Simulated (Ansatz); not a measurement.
## Group exchange: SiH2(CH3)Cl + Si3H8O2 → CH7ClSi2 + SiH(OH)2(SiH3)

Species: SiH2(CH3)Cl ((chlorosilyl)methane), singlet; Si3H8O2 `O[SiH]([SiH3])O[SiH3]`, singlet; CH7ClSi2 `[SiH3]C[SiH2]Cl`, singlet; SiH(OH)2(SiH3), singlet. The partners trade H for SiH3: C–H and O–SiH3 bonds give way to C–SiH3 and O–H.

Shapes, held fixed at every level: PBE0-D4/def2-TZVP. Flexible molecules stand in one conformer, not always the lowest. Programs: Ansatz 0.2.0. The zero-point and thermal change to 298 K, harmonic and unscaled (PBE0-D4/def2-TZVP), is -1.8 kJ/mol.

```tsv
level	kind	ΔH(298 K) (kJ/mol)	less CCSD(T)/CBS estimate	CPU time (sum over the molecules)
SPW92/def2-TZVPP	LDA	+82.3	-14.5	25 s
r2SCAN-D4/def2-TZVPP	meta-GGA	+96.0	-0.8	77 s
BHLYP-D4/def2-TZVPP	global hybrid	+108.7	+11.9	55 s
PBE0-D4/def2-TZVPP	global hybrid	+88.7	-8.1	55 s
MP2/def2-SVP	perturbation theory	+92.7	-4.1	–
CCSD(T)/def2-TZVPP	coupled cluster or CI	+95.9	-0.9	12 min
CCSD/def2-TZVPP	coupled cluster or CI	+98.8	+2.0	–
CCSD(T)/CBS estimate	coupled cluster or CI	+96.8	0.0	16 min
```

The highest level, CCSD(T)/CBS estimate, gives ΔH(298 K) = +96.8 kJ/mol; the levels span +82.3 to +108.7. The column of differences is taken from that level and isn't an error. No measured value is set beside it here. The CBS estimate extrapolates MP2 from def2-TZVPP and def2-QZVPP and adds CCSD(T) − MP2 in the triple-zeta set, cores frozen. Times are processor times on shared x86 and Arm servers, and rough.
